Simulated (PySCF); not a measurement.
CH11NSi4, SMILES N[SiH2][SiH]1[SiH2]C[SiH2]1. The structure is a stationary point at PBE-D3(BJ)/def2-SVP. This is a generated structure with no PubChem entry under its InChIKey; it may be hypothetical. One conformer was computed; it need not be the lowest.

Computed equilibrium geometry at PBE-D3(BJ)/def2-SVP (PySCF confirms it by a frequency run) as a Z-matrix (one conformer of several):
```
Si
H 1 1.5091
Si 1 2.3420 2 114.32
N 3 1.7521 1 108.19 2 64.72
H 4 1.0239 3 117.29 1 52.98
H 4 1.0246 5 109.60 3 -137.87
H 3 1.5062 4 107.08 5 173.63
H 3 1.5174 7 106.73 4 -126.34
Si 1 2.3731 2 112.41 3 -140.55
H 9 1.5077 1 109.77 2 159.82
H 9 1.5079 10 108.40 1 134.26
C 9 1.9203 10 110.38 11 127.53
H 12 1.1085 9 117.38 10 -37.54
H 12 1.1119 13 108.31 9 122.67
Si 12 1.9188 13 117.39 14 122.61
H 15 1.5085 12 115.73 13 -85.75
H 15 1.5087 16 108.13 12 -124.42
```
Charge 0, spin multiplicity 1.
